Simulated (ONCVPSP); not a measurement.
lutetium: ONCV pseudisation with LDA (Perdew-Wang 92), fully relativistic reference atom.

```json
{
 "Element": "lutetium (Lu)",
 "Generator": "ONCVPSP 4.0.1",
 "Type": "optimised norm-conserving Vanderbilt (ONCV)",
 "Functional": "LDA (Perdew-Wang 92)",
 "Relativity": "fully relativistic",
 "Frozen core": "[Kr] 4d10 4f14",
 "Valence charge": "11",
 "Reference configuration": "5s2 5p6 5d1 6s1.5 6p0.5",
 "Partial waves": "5s+6s: rc 2.20 bohr, ncon 3, nbas 7, qcut 5.8 1/bohr, 2 projectors; 5p+6p: rc 2.75 bohr, ncon 4, nbas 7, qcut 4.7 1/bohr, 2 projectors; 5d: rc 2.95 bohr, ncon 3, nbas 8, qcut 5.8 1/bohr, 2 projectors, debl 2.3 Ha",
 "Local potential": "polynomial inside 1.50 bohr (lpopt 5, dvloc0 0 Ha)",
 "Core correction": "none"
}
```

Open shells are filled in proportion to 2j + 1.

All-electron outer shells of the reference configuration (LDA (PZ), scalar-relativistic, ld1.x):

```csv
shell,level (eV),outermost node (bohr),outermost maximum (bohr)
4d,-192.46,0.23,0.48
5s,-61.95,0.57,1.04
5p,-32.53,0.61,1.19
4f,-10.56,–,0.47
6s,-5.27,1.41,3.00
5d,-2.50,0.68,1.84
6p,-1.75,1.73,4.21
```

Results:

```json
{
  "Cutoffs needed": "9.3 Ha and 12 Ha (the cutoffs (Ha) at which the residual kinetic energy of the hardest occupied pseudo-wave falls to 1 and 0.1 mHa per electron)",
  "Ghost test": "no bound ghost flagged; no localised positive-energy state flagged",
  "Largest excitation error": "+16 meV (all-electron minus pseudo) for 5s2 5p6 5d1 6s0 6p0, out of 4 test configurations"
}
```

Generation and tests took about 10 s on one core of a shared server CPU.
